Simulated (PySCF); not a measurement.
**Working out the excitation energy of Pb⁺**

Pb⁺ [Xe] 4f14 5d10 6s2 6p1 (2P) → Pb⁺ [Xe] 4f14 5d10 6s1 6p1 6d1 (high-spin determinant). Calculation: PySCF 2.14, in aug-cc-pVTZ-PP with ECP60MDF (6s5p4d2f, 55 functions); a scalar-relativistic core potential. Frozen: 5s2 5p6 5d10. Energies in hartree (1 hartree = 27.21139 eV):

```json
{"part": "UHF", "Pb⁺ (lower)": "-191.594417", "Pb⁺ (upper)": "-191.056968"}
{"part": "CCSD correlation", "Pb⁺ (lower)": "-0.035840", "Pb⁺ (upper)": "-0.016922"}
{"part": "(T)", "Pb⁺ (lower)": "-0.000418", "Pb⁺ (upper)": "-0.002910"}
```

Problem. What does Hartree-Fock give?

Solution. (-191.056968) − (-191.594417) = 0.537449 hartree = 14.625 eV.

Problem. What do CCSD and CCSD(T) give?

Solution. The CCSD correlation energies differ by 0.018918 hartree = 0.515 eV and the triples by -0.002492 hartree = -0.068 eV, so CCSD gives 15.140 eV and CCSD(T) 15.072 eV.

One determinant mixes LS terms, so it does not stand for a single term.

The upper state lies above the first ionisation limit, but in LS coupling its spin forbids autoionisation to the ground ion; at this Z spin-orbit coupling breaks that rule.

The coupled-cluster amplitudes are large, so a single reference is strained.
